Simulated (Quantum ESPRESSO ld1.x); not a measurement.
Question: Excited configurations of V I: one electron is placed in a higher orbital outside [Ar] 3d4. The ground configuration is [Ar] 3d3 4s2. Method: non-relativistic Kohn-Sham, LDA (Slater exchange, Perdew-Zunger correlation), spin-unpolarised, spherical densities, point nucleus; computed with ld1.x of Quantum ESPRESSO 7.5. Excitation = E - E(ground); binding = E(ion) - E, where the ion is the core of charge +1; n* = 1/sqrt(2 binding) in atomic units, and the quantum defect is n - n*.

| outer orbital | excitation (eV) | binding (eV) | n* | quantum defect | eigenvalue (eV) | <r> (bohr) |
|---|---|---|---|---|---|---|
| 4s | 0.349 | 6.730 | 1.422 | 2.578 | -3.965 | 3.573 |
| 5s | 4.763 | 2.316 | 2.424 | 2.576 | -1.370 | 9.295 |
| 6p | 6.084 | 0.996 | 3.697 | 2.303 | -0.618 | 21.34 |
| 6d | 6.427 | 0.652 | 4.567 | 1.433 | -0.406 | 31.85 |
| 6f | 6.625 | 0.455 | 5.471 | 0.529 | -0.288 | 44.45 |
| 7s | 6.298 | 0.781 | 4.174 | 2.826 | -0.508 | 28.68 |
| 7p | 6.424 | 0.656 | 4.556 | 2.444 | -0.427 | 33.54 |

Estimate the row for 4f.

Answer: excitation (eV) 6.167; binding (eV) 0.912; n* 3.862; quantum defect 0.138; eigenvalue (eV) -0.439; <r> (bohr) 17.48. The Delta-SCF ionisation energy is 7.079 eV (NIST Atomic Spectra Database: 6.746 eV, measured). Self-interaction in the functional shifts the binding energies and quantum defects, so they are the method's values and not measured ones. Spin polarisation and multiplet splitting are left out, so open shells lie too high by an amount that depends on their filling.

Beside tabulated values, note that spin-unpolarised runs miss the spin-polarisation part of the exchange energy of open shells.
